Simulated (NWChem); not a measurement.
System: C2H3BF2O; SMILES C=COB(F)F

Input file for NWChem:

```
start job
memory heap 200 mb stack 900 mb global 1100 mb
geometry units angstroms noautoz
  C      0.515168    -2.119909    -0.126285
  C     -0.636783    -1.501955     0.122637
  O     -0.881152    -0.144984     0.166132
  B     -0.012409     0.877703    -0.011411
  F     -0.483276     2.111686     0.075264
  F      1.283103     0.715509    -0.266635
  H      1.441764    -1.600386    -0.332530
  H      0.528630    -3.204204    -0.122476
  H     -1.555359    -2.042267     0.327102
end
basis spherical
  * library def2-tzvp
end
dft
  xc hfexch
  iterations 150
  semidirect filesize 400000000
  mulliken
end
task dft energy
```

Excerpt of the output:

```
             Northwest Computational Chemistry Package (NWChem) 7.3.0
             --------------------------------------------------------

 C1  symmetry detected

                             Geometry "geometry" -> ""
                             -------------------------

 Output coordinates in angstroms (scale by  1.889725989 to convert to a.u.)

  No.       Tag          Charge          X              Y              Z
 ---- ---------------- ---------- -------------- -------------- --------------
    1 C                    6.0000     0.49357058    -2.13129888    -0.01006460
    2 C                    6.0000    -0.67342972    -1.49203838     0.00657094
    3 O                    8.0000    -0.89686256    -0.13077564     0.00211903
    4 B                    5.0000     0.00828031     0.87562370     0.00094395
    5 F                    9.0000    -0.44791407     2.11811281    -0.00611482
    6 F                    9.0000     1.32551192     0.68944591     0.00696379
    7 H                    1.0000     1.45194437    -1.62909880    -0.02839652
    8 H                    1.0000     0.48629801    -3.21564638    -0.00467994
    9 H                    1.0000    -1.62396917    -2.01517319     0.02472559

 Effective nuclear repulsion energy (a.u.)     220.4520705969

  xc_inp: hfexch multiplicative factor not found.

                                 NWChem DFT Module
                                 -----------------

 Summary of "ao basis" -> "ao basis" (spherical)
 ------------------------------------------------------------------------------
       Tag                 Description            Shells   Functions and Types
 ---------------- ------------------------------  ------  ---------------------
 C                         def2-tzvp                11       31   5s3p2d1f
 O                         def2-tzvp                11       31   5s3p2d1f
 B                         def2-tzvp                11       31   5s3p2d1f
 F                         def2-tzvp                11       31   5s3p2d1f
 H                         def2-tzvp                 4        6   3s1p

            General Information
            -------------------
          SCF calculation type: DFT
          Wavefunction type:  closed shell.
          No. of atoms     :     9
          No. of electrons :    46
           Alpha electrons :    23
            Beta electrons :    23
          Charge           :     0
          Spin multiplicity:     1
          Use of symmetry is: off; symmetry adaption is: off
          Maximum number of iterations: 150
          AO basis - number of functions:   204
                     number of shells:    78
          Convergence on energy requested:  1.00D-06
          Convergence on density requested:  1.00D-05
          Convergence on gradient requested:  5.00D-04

              XC Information
              --------------
                     Hartree-Fock (Exact) Exchange  1.000

      Superposition of Atomic Density Guess
      -------------------------------------

 Sum of atomic energies:        -374.99726084

      Non-variational initial energy
      ------------------------------

 Total energy =    -377.420450
 1-e energy   =    -953.889614
 2-e energy   =     356.017094
 HOMO         =      -0.301245
 LUMO         =       0.024846

------------------------------------------------------------
EAF file 0: "./job.aoints.0" size=633339904 bytes
------------------------------------------------------------
               write      read    awrite     aread      wait
               -----      ----    ------     -----      ----
     calls:     1208         0         0         0         0
   data(b): 6.33e+08  0.00e+00  0.00e+00  0.00e+00
   time(s): 0.00e+00  0.00e+00  0.00e+00  0.00e+00  0.00e+00
rate(mb/s): 0.00e+00  0.00e+00
------------------------------------------------------------

     ---------------------------------------------
      Total Density - Mulliken Population Analysis
     ---------------------------------------------

    Atom       Charge   Shell Charges
 -----------   ------   -------------------------------------------------------
    1 C    6     6.52   0.86  1.12  0.57  0.66  0.12  1.29  1.37  0.50  0.01  0.02  0.01
    2 C    6     5.73   0.86  1.12  0.55  0.60  0.09  1.05  1.08  0.26  0.03  0.08  0.01
    3 O    8     8.49   0.79  1.18  0.58  0.92  0.23  1.97  2.13  0.67  0.00  0.02  0.00
    4 B    5     3.90   0.91  1.07  0.44  0.25  0.03  0.63  0.24  0.04  0.13  0.12  0.05
    5 F    9     9.42   0.77  1.20  0.61  0.99  0.32  2.36  2.32  0.84  0.00  0.01  0.00
    6 F    9     9.43   0.77  1.20  0.61  0.99  0.32  2.35  2.32  0.85  0.00  0.01  0.00
    7 H    1     0.83   0.24  0.45  0.12  0.02
    8 H    1     0.82   0.24  0.44  0.12  0.02
    9 H    1     0.86   0.25  0.46  0.14  0.02

   convergence    iter        energy       DeltaE   RMS-Dens  Diis-err
 ---------------- ----- ----------------- --------- --------- ---------
 d= 0,ls=0.0,diis     1   -376.1266879057 -5.97D+02  2.74D-03  8.65D-01
 d= 0,ls=0.0,diis     2   -376.2067239964 -8.00D-02  7.49D-04  2.11D-01
 d= 0,ls=0.0,diis     3   -376.2226856721 -1.60D-02  3.03D-04  7.49D-03
 d= 0,ls=0.0,diis     4   -376.2237874319 -1.10D-03  7.26D-05  3.42D-04
 d= 0,ls=0.0,diis     5   -376.2238508058 -6.34D-05  2.33D-05  3.29D-05
  Resetting Diis
 d= 0,ls=0.0,diis     6   -376.2238585441 -7.74D-06  1.20D-05  6.12D-06
 d= 0,ls=0.0,diis     7   -376.2238602530 -1.71D-06  4.19D-06  8.19D-07
 d= 0,ls=0.0,diis     8   -376.2238605062 -2.53D-07  2.13D-06  2.95D-07

         Total DFT energy =     -376.223860506164
      One electron energy =     -957.372398145713
           Coulomb energy =      404.590503571145
    Exchange-Corr. energy =      -43.894036528493
 Nuclear repulsion energy =      220.452070596897

 Numeric. integr. density =        0.000000000000

                       DFT Final Molecular Orbital Analysis
                       ------------------------------------

[...]
```

Level: Hartree-Fock/def2-TZVP. The geometry was optimised at B3LYP/6-31G* (spherical d).
